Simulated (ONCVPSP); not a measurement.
Building the ONCV potential for Zn (Z = 30) (PW91, scalar-relativistic).

* Element: zinc
* Generator: ONCVPSP 4.0.1
* Type: optimised norm-conserving Vanderbilt (ONCV)
* Functional: PW91
* Relativity: scalar-relativistic
* Frozen core: [Ne]
* Valence charge: 20
* Reference configuration: 3s2 3p6 3d10 (charge +2)
* Partial waves: 3s: rc 0.65 bohr, ncon 3, nbas 7, qcut 9.7 1/bohr, 1 projector; 3p: rc 1.00 bohr, ncon 4, nbas 8, qcut 14.8 1/bohr, 2 projectors, debl 3.3 Ha; 3d: rc 1.45 bohr, ncon 4, nbas 7, qcut 10.9 1/bohr, 1 projector
* Local potential: polynomial inside 0.45 bohr (lpopt 4, dvloc0 2 Ha)
* Core correction: Teter function, fcfact 2.25, rcfact 1.1

In the p channel the program set the typed energies aside and used -3.837, 0.250 Ha.

**Question.** Does the generator finish with these settings?

**Answer.** Yes, a potential is produced and its reference levels are reproduced.

**Question.** Does the potential have ghost states?

**Answer.** No bound ghost flagged; GHOST(+) flagged for s at 126.8 eV.

**Question.** Tests: 3s2 3p6 3d10 4s2; 3s2 3p6 3d10 4s1; 3s2 3p6 3d9; 3s2 3p6 3d9 4s2. Which has the largest error in its energy relative to the reference configuration, and how large is it?

**Answer.** 3s2 3p6 3d9 4s2, with +1167 meV (all-electron minus pseudo) on -10.48 eV.
